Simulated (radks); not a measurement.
Values are calculated unless marked as measured or tabulated.
Question: Code: a radial shooting solver on a logarithmic mesh with Libxc functionals. Model: scalar-relativistic Kohn-Sham, r2SCAN, spin-unpolarised, spherical densities, finite nucleus; meta-GGA in the generalised Kohn-Sham scheme; Fermi nuclear charge, rms radius of each element as measured or else 0.836 A^(1/3) + 0.57 fm. Each species is in its NIST ground configuration. Rank Sn, In, Ag, Pd, Rb, Cd, Zr, Mo, Xe, Ru, I, Tc, Nb, Sb, Rh, Sr, Te by Delta-SCF ionisation energy (eV), largest first.

Answer: Xe 12.893, I 11.413, Te 9.934, Cd 9.306, Pd 9.149, Sb 8.442, Tc 8.204, Ag 7.424, Zr 7.185, Rh 7.159, Ru 7.007, Sn 6.904, Mo 6.634, Nb 6.394, Sr 5.869, In 5.226, Rb 3.811.
